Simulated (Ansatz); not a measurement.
A search over several starts for the lowest SCF solution of (H2Al-mu-NH2)2 (Al₂N₂H₈) at the given spin, in a small basis.

```yaml
crystal:
  periodic: [false, false, false]
  atoms:
    - {symbol: Al, position_ang: [-0.342905, -0.897379, 1.050091]}
    - {symbol: H, position_ang: [-1.749649, -1.645609, 0.971280]}
    - {symbol: H, position_ang: [0.697612, -1.103505, 2.241473]}
    - {symbol: N, position_ang: [-0.579903, 1.024110, 0.686736]}
    - {symbol: Al, position_ang: [0.344950, 0.897832, -1.049012]}
    - {symbol: H, position_ang: [1.751385, 1.646750, -0.973797]}
    - {symbol: H, position_ang: [-0.698345, 1.102648, -2.238353]}
    - {symbol: N, position_ang: [0.581333, -1.023852, -0.686020]}
    - {symbol: H, position_ang: [-0.128741, 1.641914, 1.362872]}
    - {symbol: H, position_ang: [-1.552320, 1.329486, 0.628398]}
    - {symbol: H, position_ang: [0.124001, -1.638829, -1.360736]}
    - {symbol: H, position_ang: [1.552583, -1.333566, -0.632922]}
basis:
  gaussian: {orbitals: def2-SVP, initial_orbitals: start.molden}
hamiltonian: {xc: pbe0, dispersion: d4}
output: {orbitals: {seedname: orbitals}}
```

The file start.molden holds the orbitals of an earlier run on this structure, at another level or in another basis.

```sh
$ ansatz run in.yaml --threads 4 --pin off --events-out ev --progress --plain --max-ram 3916MiB
```

Shortened log:

```
Functional definition: PBE0
1260 factors; their error is unknown
mean field evaluation 1: about -16291.3234 eV, gradient 2.1e-1 eV
mean field evaluation 2: about -16291.5187 eV, gradient 3.6e-4 eV
mean field evaluation 4: about -16291.5187 eV, gradient 2.2e-5 eV
mean field evaluation 8: about -16291.3220 eV, gradient 7.1e-1 eV
mean field evaluation 16: about -16291.5187 eV, gradient 7.5e-4 eV
mean field -16291.51874616 eV, -598.7022711333 hartree, gradient 2.2e-5 eV, S^2 0.000000; 1 other end points of the search recorded, 0 dependent functions left out
reference -16291.51878044 eV, -598.7022723932 hartree; 24, 24 occupied and 80, 80 virtual orbitals, 1260 factors
Total energy: -16291.73981831 eV, -598.7103953850 hartree
```

Hardware: 4 threads of Arm Neoverse V2 on a shared host. Wall time 1.2 s.
